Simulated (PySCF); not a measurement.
**Nb (niobium, neutral) across methods**

[Kr] 4d3 5s1 5p1, one real determinant (an excited configuration). Computed with PySCF 2.14 in ANO-RCC-VTZP (7s6p4d2f1g, 68 functions), with the spin-free X2C one-electron Hamiltonian (Gaussian nucleus).

```
method  E (hartree)  mean ε 4d α (eV)  mean ε 5s α (eV)  mean ε 5p α (eV)  Σ⟨r²⟩ (bohr²)   ⟨S²⟩
   LDA     -3814.54            -6.067            -5.890            -2.358          67.94  8.750
   PBE     -3818.76            -6.292            -5.776            -2.341          68.46  8.751
   UHF  -3817.07253           -11.447            -8.596            -4.760          69.61  8.755
  PBE0     -3818.84            -7.877            -6.584            -2.990          68.62  8.751
r2SCAN     -3819.15            -6.939            -6.052            -2.447          68.56  8.752
M06-2X     -3819.40            -9.017            -7.605            -3.627          67.96  8.751
 M06-L     -3819.00            -6.516            -5.627            -2.232          69.17  8.752
```

Estimate the same row for B3LYP.

E (hartree) = -3819.19; mean ε 4d α (eV) = -7.479; mean ε 5s α (eV) = -6.371; mean ε 5p α (eV) = -2.743; Σ⟨r²⟩ (bohr²) = 68.85; ⟨S²⟩ = 8.751.

⟨L²⟩ = 12.63 against 20 for a pure G term, so this real determinant mixes terms.
